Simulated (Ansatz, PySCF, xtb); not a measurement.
Pulling on the O2–H6 bond in GeH4O (SMILES [OH][GeH3]) (multiplicity 1 held, fragments rigid). Energies count from the point at 0.962 Å.
Geometry at that point (charge 0, multiplicity 1):
```xyz
6

Ge    -0.329     0.068     0.073
O      1.357    -0.357    -0.372
H     -0.545    -0.155     1.584
H     -1.186    -0.885    -0.765
H     -0.608     1.543    -0.281
H      2.012     0.175     0.090
```

U- levels take the lowest unrestricted solution at each point, which mixes spins at long bonds. Levels need not reach the same state.

Rows in LANL2DZ carry no dispersion term and start afresh at each structure. LANL2DZ brings its own core potentials from Na on.

The values were computed with Ansatz (Gaussian orbitals); PySCF for LANL2DZ rows; xtb for the GFN methods. Each number belongs to the level named beside it. The GFN methods have no spin term and hold the electronic entropy of 300 K.

One of these levels gives 131.92 kcal/mol for the energy at R = 3.078 Å. Name it.
A) R-B3LYP/LANL2DZ
B) U-PBE/cc-pVTZ
C) GFN2-xTB

C, GFN2-xTB. The others give 117.34 (U-PBE/cc-pVTZ), 157.93 (R-B3LYP/LANL2DZ)

Doubts at one or more of the structures used: a spin-contaminated determinant (U-PBE/cc-pVTZ); a restricted determinant that unrestricted orbitals would lower (R-B3LYP/LANL2DZ).

Ansatz is a first-principles code.
